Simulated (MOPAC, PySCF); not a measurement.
[W(Cl)3(F)3], neutral singlet in the gas phase. 

Cartesian coordinates (Å):
```xyz
7

W     -0.0200     0.0229     0.0493
Cl     1.2839     1.2558     1.4698
Cl    -0.8935    -1.2383     1.7476
Cl    -1.7394     1.5317     0.1196
F      0.7124     0.9309    -1.4047
F      1.3657    -1.2086    -0.1474
F     -0.9693    -0.9956    -1.1903
```
Charge 0, spin multiplicity 1.

All levels are single points at this geometry (r2SCAN-D4/def2-SVP); Pople sets use spherical d functions. Orbital energies aren't observables, and empty levels follow the basis.

M06-2X/6-31G* (LANL2DZ on W) in PySCF gives dipole (D) = 1.14.

Q: Estimate the dipole (D) from each of these levels: B3LYP-D3(BJ)/def2-TZVP in PySCF; PBE-D3(BJ)/def2-TZVP in PySCF; TPSSh-D3(BJ)/def2-TZVP in PySCF; B3LYP/LANL2DZ in PySCF; BP86/6-31G* (LANL2DZ on W) in PySCF; HF/6-31G* (LANL2DZ on W) in PySCF; PM6 in MOPAC; PM7 in MOPAC.

A: 
| level | dipole (D) |
|---|---|
| B3LYP-D3(BJ)/def2-TZVP in PySCF | 1.61 |
| PBE-D3(BJ)/def2-TZVP in PySCF | 1.31 |
| TPSSh-D3(BJ)/def2-TZVP in PySCF | 1.37 |
| B3LYP/LANL2DZ in PySCF | 1.51 |
| BP86/6-31G* (LANL2DZ on W) in PySCF | 0.65 |
| HF/6-31G* (LANL2DZ on W) in PySCF | 1.47 |
| PM6 in MOPAC | 2.84 |
| PM7 in MOPAC | 2.26 |
